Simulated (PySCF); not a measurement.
A structure optimised at B3LYP-D3(BJ)/def2-SVP, used in a PySCF frequency run:

```xyz
6

F     -0.4665     0.4635     1.7461
Si    -0.0644     0.0608     0.2361
S      1.7746    -0.9888     0.1744
Cl    -1.5068    -1.1884    -0.4971
Cl    -0.0102     1.8183    -0.8192
H      2.4961     0.0896     0.5654
```
Charge 0, spin multiplicity 1.

Question: Write its SMILES and formula.

Answer: F[Si](S)(Cl)Cl, Cl2FHSSi

Question: What are its rotational constants (standard atomic weights)?

Answer: 1.7996, 1.7326, 1.2529 GHz
